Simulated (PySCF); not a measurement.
Compound: C7H6 (charge -1 and doublet state).
Cartesian coordinates in Å at the GFN2-xTB level; atoms count from 1:
```xyz
13
C7H6 angstrom
C      1.3692    0.5520    2.2075
C      0.8459    0.3981    1.0988
C      0.5290    0.1053   -0.2820
C      0.9639   -1.2276   -0.7324
C      1.0722   -2.4259   -0.8586
C     -0.9543    0.2330   -0.1866
C     -1.6966    1.1965   -0.8463
H      1.1189    0.9323    3.1794
H      0.9443    0.8744   -0.9509
H      1.2164   -3.4550   -1.0302
H     -1.4561   -0.4999    0.4332
H     -1.2197    1.9586   -1.4460
H     -2.7375    1.3586   -0.6036
```

The hyperfine couplings belong to this conformer and change with its torsions.

As a line formula: `[H]/[C-]=[C]/[C@H](C#C)C=C` [radical] (charge -1).

Method used: UKS B3LYP, pcH-1 on C H, non-relativistic, mean-field spin-orbit, GIAO in PySCF. Whether the extra electron is bound in the gas phase wasn't checked; a finite basis holds it in any case. Couplings are sensitive to structure, and on GFN2-xTB geometries they can be far from those on DFT ones, by a factor of two or more for some ions and for spin on atoms past the first row. The SCF solution wasn't tested for stability.

The largest Mulliken spin populations are on C7 (+0.38), C1 (+0.25), C6 (+0.15) and C2 (+0.12).

(1) Test a(H) = Q·ρ(C) for the protons on planar carbons with a spin population beyond ±0.08.

Answers

(1) 
```
  H   C    ρ(C)  a(H) (G)  a/ρ (G)
H11  C6  +0.150     -4.24    -28.2
H12  C7  +0.381     -7.63    -20.0
H13  C7  +0.381     -6.66    -17.5
```

A least-squares line through the origin gives Q = -19.4 G with Mulliken populations.

Couplings in gauss use g_iso = 2.0022.

The SMILES draws the unpaired electron on C4; the largest computed Mulliken spin population is on C7 (0.38 against 0.06).
